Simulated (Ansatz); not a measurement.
```yaml
crystal:
  periodic: [false, false, false]
  atoms:
    - {symbol: F, position_ang: [0.997741, 1.293017, -1.104885]}
    - {symbol: C, position_ang: [-0.166553, 0.758192, -1.484274]}
    - {symbol: F, position_ang: [0.103862, -0.354215, -2.166512]}
    - {symbol: F, position_ang: [-0.770864, 1.617129, -2.308330]}
    - {symbol: C, position_ang: [-1.060246, 0.482395, -0.289369]}
    - {symbol: O, position_ang: [-0.438015, -0.369713, 0.603302]}
    - {symbol: Ti, position_ang: [0.854668, -1.069216, 1.569015]}
    - {symbol: F, position_ang: [2.149294, -1.621039, 0.533900]}
    - {symbol: F, position_ang: [1.473095, 0.147688, 2.663594]}
    - {symbol: F, position_ang: [0.211769, -2.413326, 2.488014]}
    - {symbol: H, position_ang: [-1.290214, 1.440661, 0.186291]}
    - {symbol: H, position_ang: [-1.987537, 0.033327, -0.656845]}
basis:
  gaussian: {orbitals: cc-pVTZ}
magnetization: {spin_polarized: true, initial_magnetization: 6}
hamiltonian: {xc: {name: PBE}}
output: {forces: true}
```

```sh
$ ansatz run in.yaml --threads 4 --pin off --events-out ev --progress --plain --max-ram 66560MiB --backend cuda --devices 0, --max-vram 37GiB
```

It prints (some lines left out):

```
Functional definition: PBE
  name "PBE"
  cite "Perdew, Burke & Ernzerhof, Phys. Rev. Lett. 77, 3865 (1996) doi:10.1103/PhysRevLett.77.3865"
  parent pbe
  parameter kappa = 0.804
  parameter beta = 0.06672455060314922
  exchange = pbe_x(kappa = kappa, mu = beta*pi^2/3)
  correlation = pbe_c(beta = beta)
1998 factors; their error is unknown
mean field evaluation 1: about -43463.9720 eV, gradient 1.1e2 eV
mean field evaluation 2: about -40448.3305 eV, gradient 6.2e2 eV
mean field evaluation 4: about -43398.3039 eV, gradient 1.4e2 eV
mean field evaluation 8: about -43537.9141 eV, gradient 9.5e0 eV
mean field evaluation 16: about -43539.5936 eV, gradient 2.7e0 eV
mean field evaluation 32: about -43539.3377 eV, gradient 5.4e0 eV
mean field evaluation 64: about -43539.4142 eV, gradient 4.4e0 eV
mean field evaluation 96: about -43538.6359 eV, gradient 7.8e0 eV
mean field evaluation 128: about -43539.4626 eV, gradient 4.0e0 eV
mean field -43539.62324587 eV, -1600.0516420691 hartree, gradient 3.4e-6 eV, S^2 12.006067; 10 other end points of the search recorded, 0 dependent functions left out
the calculation of the forces begins
reference -43539.62333026 eV, -1600.0516451702 hartree; 52, 46 occupied and 314, 320 virtual orbitals, 1998 factors
Total energy: -43539.62333026 eV, -1600.0516451702 hartree
Atom 0 at     0.997741     1.293017    -1.104885 Å, force     0.515182     0.736385     0.450642 eV/Å
Atom 1 at    -0.166553     0.758192    -1.484274 Å, force     1.379473    -0.106758    -0.900386 eV/Å
Atom 2 at     0.103862    -0.354215    -2.166512 Å, force    -0.360735    -0.796396    -0.440781 eV/Å
Atom 3 at    -0.770864     1.617129    -2.308330 Å, force    -0.627728     0.795028    -0.688125 eV/Å
Atom 4 at    -1.060246     0.482395    -0.289369 Å, force     1.023187    -0.468428    -0.108799 eV/Å
Atom 5 at    -0.438015    -0.369713     0.603302 Å, force    -7.555795     2.825614    -4.196142 eV/Å
Atom 6 at     0.854668    -1.069216     1.569015 Å, force     1.986998    -1.345661     1.814124 eV/Å
Atom 7 at     2.149294    -1.621039     0.533900 Å, force     4.589809    -1.887915    -3.432343 eV/Å
Atom 8 at     1.473095     0.147688     2.663594 Å, force     2.365939     4.216881     3.752280 eV/Å
Atom 9 at     0.211769    -2.413326     2.488014 Å, force    -2.116670    -4.240649     2.735147 eV/Å
Atom 10 at    -1.290214     1.440661     0.186291 Å, force    -0.120757     1.309467     1.072248 eV/Å
Atom 11 at    -1.987537     0.033327    -0.656845 Å, force    -1.078903    -1.037567    -0.057865 eV/Å
Dipole moment:    -0.206513     0.326558    -0.639485 e Å
```

Problem. What is wrong with this run?

Solution. The spin is set far too high for this molecule. The calculation finished and met its thresholds. The result belongs to that input, not to the molecule as meant.
